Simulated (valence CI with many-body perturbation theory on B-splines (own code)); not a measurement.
Values are calculated unless marked as measured or tabulated.
Level structure of Pt65+

Level of theory: relativistic CI+MBPT: three valence electrons over a frozen Dirac-Fock core [Ne], radial functions for each j: 11 s, 11 p, 9 d, 7 f, 5 g, 2 h, 1 i, with the one-electron correlation potential Σ1 (screened to all orders), the two-electron term Σ2, the three-electron term Σ3, Breit, model QED; selected single and double excitations, second order for the rest (own B-spline code, finite nucleus).

No measured spectrum was set against this ion. As an estimate, large intervals hold to a few tenths of a per cent, small ones and those within an open d or f shell to about a per cent.

Levels 46 to 68 of 68, with energies above the lowest level, (3s^2 3p1/2) J=1/2. "Leading %" is the weight of the configuration and term that name the level; weights of strongly mixed levels are sums over their largest components and can fall short. In the jj column 3d3/2^4 stands for four electrons in 3d with j = 3/2.

| No. | Configuration | Term | J | E (eV) | Leading % | g | Second component | Leading jj |
| --- | --- | --- | --- | --- | --- | --- | --- | --- |
| 46 | 3p2.3d | 2D | 3/2 | 1546.6 | 33 | 1.063 | 22 % 3p2.3d 2P | 3p1/2 3p3/2 3d3/2 (80 %) |
| 47 | 3p2.3d | 2D | 5/2 | 1547.7 | 30 | 1.124 | 22 % 3p2.3d 4F | 3p1/2 3p3/2 3d3/2 (84 %) |
| 48 | 3p2.3d | 4P | 1/2 | 1551.6 | 31 | 1.683 | 30 % 3p2.3d 2P | 3p1/2 3p3/2 3d3/2 (85 %) |
| 49 | 3s.3d2 | 4F | 3/2 | 1575.6 | 68 | 0.588 | 14 % 3s.3d2 2D | 3s 3d3/2^2 (79 %) |
| 50 | 3s.3d2 | 4F | 5/2 | 1590.7 | 42 | 1.062 | 21 % 3s.3d2 2D | 3s 3d3/2^2 (76 %) |
| 51 | 3s.3d2 | 4P | 1/2 | 1611.4 | 55 | 2.213 | 26 % 3s.3d2 2S | 3s 3d3/2^2 (83 %) |
| 52 | 3p2.3d | 4D | 7/2 | 1618.3 | 48 | 1.295 | 32 % 3p2.3d 4F | 3p1/2 3p3/2 3d5/2 (98 %) |
| 53 | 3p2.3d | 2G | 9/2 | 1626.3 | 59 | 1.170 | 32 % 3p2.3d 4F | 3p1/2 3p3/2 3d5/2 (91 %) |
| 54 | 3p2.3d | 2P | 3/2 | 1630.7 | 50 | 1.325 | 21 % 3p2.3d 4P | 3p1/2 3p3/2 3d5/2 (94 %) |
| 55 | 3p2.3d | 2D | 5/2 | 1635.0 | 44 | 1.116 | 19 % 3p2.3d 4D | 3p1/2 3p3/2 3d5/2 (90 %) |
| 56 | 3p2.3d | 2F | 7/2 | 1647.7 | 48 | 1.129 | 18 % 3p2.3d 4F | 3p1/2 3p3/2 3d5/2 (76 %) |
| 57 | 3p2.3d | 4P | 5/2 | 1650.0 | 42 | 1.257 | 24 % 3p2.3d 2F | 3p1/2 3p3/2 3d5/2 (93 %) |
| 58 | 3p2.3d | 2P | 1/2 | 1661.3 | 44 | 1.225 | 36 % 3p2.3d 2S | 3p1/2 3p3/2 3d5/2 (84 %) |
| 59 | 3p2.3d | 2D | 3/2 | 1665.3 | 59 | 0.941 | 13 % 3p2.3d 4D | 3p1/2 3p3/2 3d5/2 (92 %) |
| 60 | 3s.3d2 | 4F | 7/2 | 1677.9 | 77 | 1.186 | 11 % 3p2.3d 2F | 3s 3d3/2 3d5/2 (80 %) |
| 61 | 3s.3d2 | 4F | 5/2 | 1678.8 | 48 | 1.170 | 25 % 3s.3d2 4P | 3s 3d3/2 3d5/2 (96 %) |
| 62 | 3s.3d2 | 4P | 3/2 | 1685.5 | 83 | 1.543 | 9 % 3s.3d2 2D | 3s 3d3/2 3d5/2 (99 %) |
| 63 | 3s.3d2 | 2G | 9/2 | 1695.2 | 58 | 1.179 | 34 % 3s.3d2 4F | 3s 3d3/2 3d5/2 (88 %) |
| 64 | 3s.3d2 | 2F | 5/2 | 1703.0 | 49 | 1.118 | 29 % 3s.3d2 4P | 3s 3d3/2 3d5/2 (84 %) |
| 65 | 3s.3d2 | 2G | 7/2 | 1703.3 | 73 | 0.950 | 21 % 3s.3d2 2F | 3s 3d3/2 3d5/2 (94 %) |
| 66 | 3s.3d2 | 2P | 3/2 | 1709.1 | 36 | 1.072 | 32 % 3s.3d2 2D | 3s 3d3/2 3d5/2 (84 %) |
| 67 | 3s.3d2 | 2P | 1/2 | 1719.3 | 56 | 1.214 | 24 % 3s.3d2 4P | 3s 3d3/2 3d5/2 (80 %) |
| 68 | 3p.3d2 | 4G° | 5/2 | 1730.7 | 52 | 0.735 | 36 % 3p.3d2 2F° | 3p1/2 3d3/2^2 (100 %) |
